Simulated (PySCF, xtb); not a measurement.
Nb(O)2(OH) (HNbO₃), SMILES [Nb](=[O])(=[O])[OH], multiplicity 1.

xtb with GFN2-xTB at its own geometry gives an orbital gap of 1.50 eV and a dipole moment of 7.05 D.

Geometry: PBE0-D3(BJ)/def2-SVP. The spin state was assumed, not searched. The def2 effective core potentials stand for the cores of Nb; spin–orbit coupling is left out. The values are those of a single conformer.

Question: What does PBE/def2-TZVPD (PySCF) give? (Estimate from the structure and the level; the computed values follow.)

Answer: gap 2.40 eV (levels -6.61 and -4.20 eV), dipole 4.54 D.
